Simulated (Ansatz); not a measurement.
Pulling on the Ge1–H3 bond in GeH5N (SMILES [NH2][GeH3]) (multiplicity 1 held, fragments rigid). Energies count from the point at 1.537 Å.
Geometry at that point (charge 0, multiplicity 1):
```xyz
7

Ge    -0.360     0.041     0.030
N      1.470    -0.140    -0.209
H     -1.032    -0.906    -0.977
H     -0.703     1.508    -0.273
H     -0.859    -0.307     1.455
H      1.807    -1.085    -0.077
H      2.020     0.475     0.378
```

Active spaces are followed from a long bond inwards. Curves can end on different states.

Frozen-core correlation. Filled d and f shells under p-block atoms count as core.

Run with Ansatz (an electronic-structure program). Values without a source in brackets are computed.

What energy at R = 4.918 Å does SC-NEVPT2 on CASSCF(2,2)/cc-pVDZ give?

83.9 kcal/mol

Estimate the energy at R = 4.918 Å that FIC-MRCISD+Q on CASSCF(2,2)/cc-pVDZ returns for this input.

87.0 kcal/mol
